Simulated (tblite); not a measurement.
Compound: C₄H₄N₂O₂S.
Geometry (GFN2-xTB, Å), atoms numbered from 1 in this order:
```
atom  x, y, z in Å
C1    -2.482   -0.512   -0.287
O2    -1.095   -0.718   -0.058
C3    -0.331    0.368   -0.100
O4    -0.735    1.485   -0.311
C5     1.093    0.053    0.146
C6     2.111    0.987    0.166
S7     3.567    0.180    0.489
N8     2.771   -1.287    0.573
N9     1.543   -1.196    0.381
H10   -2.643   -0.074   -1.274
H11   -2.946   -1.492   -0.221
H12   -2.895    0.162    0.467
H13    2.038    2.044    0.012
```

Method: GFN2-xTB as coded in tblite; computed harmonic values from a numerical Hessian at the method's own geometry, unscaled. The method is semi-empirical: single wavenumbers can be off by several per cent or more. One conformer, not necessarily the lowest.

Harmonic wavenumbers (cm⁻¹): 42.1, 54.6, 110.3, 118.2, 228.9, 276.8, 351.1, 474.4, 476.5, 592.2, 621.2, 722.7, 736.7, 776.8, 805.8, 881.8, 953.0, 1025.6, 1059.2, 1121.7, 1147.0, 1200.1, 1318.1, 1386.3, 1417.3, 1437.2, 1439.1, 1459.0, 1744.5, 2975.7, 2987.4, 3051.6, 3188.8.

A = 4433, B = 816.9, C = 692.8 MHz; mass 143.999 u (most abundant isotopes); point group Cs, symmetry number 1.

**Question.** Zero-point energy?

**Answer.** Half the sum of the wavenumbers: 18091 cm⁻¹ = 51.73 kcal/mol.

**Question.** What is S at 200 K and 1 bar for an ideal gas of classical rigid rotors and harmonic oscillators?

**Answer.** Translation 38.85, rotation 28.05, vibration 16.99: S = 83.9 cal/(mol K).

**Question.** And Cp and H(200 K) − H(0)?

**Answer.** Cp = 24.03 cal/(mol K), of which vibrations give 16.08 (their classical limit is 33 R = 65.6); H(200 K) − H(0) = 3.32 kcal/mol without the zero-point energy, 1.73 from vibrations.

**Question.** Which modes carry the vibrational entropy at 200 K?

**Answer.** 42.1 cm⁻¹: 4.37; 54.6 cm⁻¹: 3.86; 110.3 cm⁻¹: 2.50; 118.2 cm⁻¹: 2.37; 228.9 cm⁻¹: 1.21; 276.8 cm⁻¹: 0.92 cal/(mol K); the other 27 give 1.77 together.

**Question.** Blend soft modes into free rotors: weight 1/[1 + (100 cm⁻¹/ν̃)⁴] for the oscillator and the rest for a rotor with moment μB/(μ + B), μ = h/(8π²ν), B = 10⁻⁴⁴ kg m². What vibrational entropy results?

**Answer.** 15.18 cal/(mol K) in place of 16.99, which changes −T·S at 200 K by +0.36 kcal/mol.

**Question.** What must be added to the electronic energy to get the Gibbs energy at 200 K and 1 bar?

**Answer.** ZPE + [H(200 K) − H(0)] − T·S = 51.73 + 3.32 − 16.78 = 38.27 kcal/mol.

Hindered rotation and anharmonicity are outside this model. Other conformers, if any are populated, would add a mixing term that is left out.
